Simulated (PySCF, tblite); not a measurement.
C4HF7O.
SMILES with atom numbers: `[O:1]=[C:2]([F:3])[C:4]([F:5])([F:6])[C@H:7]([F:8])[C:9]([F:10])([F:11])[F:12]` (hydrogens: H13 on C7)

Geometry (GFN2-xTB, Å), atoms numbered from 1 in this order:
```xyz
13
C4HF7O angstrom
O     -2.7086   -0.1405   -1.0223
C     -2.1024   -0.2083   -0.0212
F     -2.5048   -0.9166    1.0287
C     -0.7402    0.4804    0.2689
F     -0.8103    1.7674   -0.1420
F     -0.4897    0.5089    1.5884
C      0.3837   -0.2313   -0.5236
F      0.1334   -1.5679   -0.5719
C      1.7820   -0.0155    0.1006
F      1.9315   -0.6630    1.2472
F      2.0058    1.2794    0.3182
F      2.7266   -0.4478   -0.7355
H      0.3886    0.1553   -1.5531
```

Method used: PBE0/pcSseg-1 in PySCF (dipole) on a GFN2-xTB geometry, gas phase.

Take the most abundant isotopes and a rigid rotor. The values belong to one conformer with, in the numbering `[O:1]=[C:2]([F:3])[C:4]([F:5])([F:6])[C@H:7]([F:8])[C:9]([F:10])([F:11])[F:12]`, O1–C2–C4–F5 46°, C2–C4–C7–F8 -36°.

Question: Give the principal moments of inertia and the rotational constants in MHz.

Answer: Ia = 308.64, Ib = 772.85, Ic = 820.60 u·Å²; 505379 MHz·u·Å²/I gives A = 1637, B = 653.9, C = 615.9 MHz.

Question: What kind of rotor is it?

Answer: A near-prolate asymmetric top; Ray's κ = -0.926.

Question: What does the inertial defect say?

Answer: Not planar: Δ = Ic − Ia − Ib = -260.89 u·Å². For a rigid frame Δ = −2 Σ m c², so Σ m c² = 130.44 u·Å² lies off the ab plane: 2.85 from hydrogen and 127.59 from heavier atoms. The atom farthest from that plane is 1.68 Å away.

Question: Give the other two planar moments, Paa and Pbb, and the rms extents of the mass along the axes.

Answer: Paa = Σ m a² = (Ib + Ic − Ia)/2 = 642.40 and Pbb = Σ m b² = (Ia + Ic − Ib)/2 = 178.20 u·Å². With the mass M = 197.99 u, the rms extents √(P/M) along a, b and c are 1.80, 0.95, 0.81 Å.

Question: List the rotational levels J(Ka,Kc) to J = 5 (K).

Answer: Above 0(0,0), as E/k:
J = 1: 1(0,1) 0.061, 1(1,1) 0.108, 1(1,0) 0.110
J = 2: 2(0,2) 0.183, 2(1,2) 0.228, 2(1,1) 0.234, 2(2,1) 0.375, 2(2,0) 0.375
J = 3: 3(0,3) 0.365, 3(1,3) 0.408, 3(1,2) 0.419, 3(2,2) 0.558, 3(2,1) 0.558, 3(3,1) 0.799, 3(3,0) 0.799
J = 4: 4(0,4) 0.609, 4(1,4) 0.648, 4(1,3) 0.667, 4(2,3) 0.802, 4(2,2) 0.803, 4(3,2) 1.043, 4(3,1) 1.043, 4(4,1) 1.379, 4(4,0) 1.379
J = 5: 5(0,5) 0.912, 5(1,5) 0.948, 5(1,4) 0.976, 5(2,4) 1.106, 5(2,3) 1.108, 5(3,3) 1.347, 5(3,2) 1.347, 5(4,2) 1.684, 5(4,1) 1.684, 5(5,1) 2.117, 5(5,0) 2.117
Those of J = 1 are B + C, A + C and A + B.

Question: Which types of transition are allowed, and where do some lines up to J = 2 fall?

Answer: The dipole components are |μa| = 0.48 D, |μb| = 0.17 D, |μc| = 0.72 D. Intensities carry the squares of the components, which stand as 0.44 : 0.05 : 1.00 (a : b : c). Some lines, for components of 0.1 D or more:

| type | branch | J(Ka,Kc) | MHz | lower level (cm⁻¹) |
| --- | --- | --- | --- | --- |
| c | Q | 2(1,2) ← 2(0,2) | 947 | 0.127 |
| c | Q | 1(1,1) ← 1(0,1) | 984 | 0.042 |
| b | Q | 1(1,0) ← 1(0,1) | 1022 | 0.042 |
| b | Q | 2(1,1) ← 2(0,2) | 1061 | 0.127 |
| a | R | 1(0,1) ← 0(0,0) | 1270 | 0.000 |
| b | R | 2(0,2) ← 1(1,1) | 1555 | 0.075 |
| b | R | 1(1,1) ← 0(0,0) | 2253 | 0.000 |
| c | R | 1(1,0) ← 0(0,0) | 2291 | 0.000 |
| a | R | 2(1,2) ← 1(1,1) | 2502 | 0.075 |
| a | R | 2(0,2) ← 1(0,1) | 2538 | 0.042 |
| a | R | 2(1,1) ← 1(1,0) | 2578 | 0.076 |
| c | Q | 2(2,1) ← 2(1,1) | 2951 | 0.162 |
| b | Q | 2(2,0) ← 2(1,1) | 2952 | 0.162 |
| b | Q | 2(2,1) ← 2(1,2) | 3065 | 0.159 |
| b | R | 2(1,2) ← 1(0,1) | 3485 | 0.042 |
| c | R | 2(1,1) ← 1(0,1) | 3599 | 0.042 |
| b | R | 2(2,1) ← 1(1,0) | 5528 | 0.076 |
| c | R | 2(2,0) ← 1(1,0) | 5529 | 0.076 |
| c | R | 2(2,1) ← 1(1,1) | 5566 | 0.075 |
| b | R | 2(2,0) ← 1(1,1) | 5567 | 0.075 |

Question: Estimate the classical rotational partition function at 100 K, 298.15 K and 500 K.

Answer: Point group C1, symmetry number σ = 1; q = (√π/σ)·√((kT/h)³/(ABC)), k/h = 20836.6 MHz/K: 208000 at 100 K, 1070000 at 298.15 K, 2320000 at 500 K.

Its GFN2-xTB frequencies are all real (lowest 20 cm⁻¹). Constants of a rigid frame at the computed geometry: no zero-point averaging, no centrifugal distortion.
